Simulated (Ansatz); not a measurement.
Ansatz (a quantum-chemistry and plane-wave program) input (RPA@PBE/def2-QZVPP):
A basis named .json is the Basis Set Exchange file of that set.

Ansatz 0.2 input:
```yaml
crystal:
  periodic: [false, false, false]
  atoms:
    - {symbol: W, position_ang: [-0.00000000, 0.00000000, -0.00000000]}
    - {symbol: C, position_ang: [1.75825346, -0.37704613, -1.11732643]}
    - {symbol: H, position_ang: [2.33164077, -1.20757294, -0.68609311]}
    - {symbol: H, position_ang: [2.41164940, 0.50451993, -1.13794183]}
    - {symbol: H, position_ang: [1.51942476, -0.63994586, -2.15576495]}
    - {symbol: C, position_ang: [0.52204712, 0.50071019, 1.98967170]}
    - {symbol: H, position_ang: [-0.37086226, 0.70223410, 2.59515573]}
    - {symbol: H, position_ang: [1.15517408, 1.39666805, 2.01999902]}
    - {symbol: H, position_ang: [1.07516544, -0.31542483, 2.47184774]}
    - {symbol: C, position_ang: [-1.06212461, 1.60782796, -0.87682264]}
    - {symbol: H, position_ang: [-1.98100827, 1.82750431, -0.31833800]}
    - {symbol: H, position_ang: [-1.34719657, 1.37747246, -1.91131783]}
    - {symbol: H, position_ang: [-0.45497193, 2.52193825, -0.89349471]}
    - {symbol: C, position_ang: [-1.21817598, -1.73149202, 0.00447737]}
    - {symbol: H, position_ang: [-1.50580658, -2.01659941, -1.01556791]}
    - {symbol: H, position_ang: [-2.13961827, -1.56656757, 0.57741191]}
    - {symbol: H, position_ang: [-0.69359057, -2.58422649, 0.45410393]}
basis:
  gaussian:
    orbitals: def2-QZVPP.json
hamiltonian:
  xc: pbe
magnetization: {spin_polarized: true, initial_magnetization: 2}
correlation: {method: rpa, electrons: outside_noble_gas}
```

End of the output:

```
integrals: 8.04 GiB planned
3936 factors; integrals over basis functions are off by at most 7.7e-4 eV
0.84 GiB of the device are held for the grids
10.35 GiB of device memory are held for the factors and their scratch space
mean field: 10.77 GiB planned
mean field evaluation 1: about -6129.9889 eV, gradient 8.9e1 eV
mean field evaluation 2: about -6129.9782 eV, gradient 8.9e1 eV
mean field evaluation 4: about -6138.1174 eV, gradient 6.2e1 eV
mean field evaluation 8: about -6165.4618 eV, gradient 5.6e-1 eV
mean field evaluation 16: about -6165.4624 eV, gradient 8.5e-4 eV
mean field evaluation 32: about -6118.1887 eV, gradient 6.9e1 eV
mean field -6165.46241410 eV, -226.5765646177 hartree, gradient 2.7e-6 eV, S^2 2.012046; 0 other end points of the search recorded, 0 dependent functions left out
8 core orbitals not correlated
reference -6117.28532048 eV, -224.8060890828 hartree; 18, 16 occupied and 643, 645 virtual orbitals, 3936 factors
Total energy: -6163.58539226 eV, -226.5075853374 hartree
```

The spin state was set by rule; other spins were not relaxed.
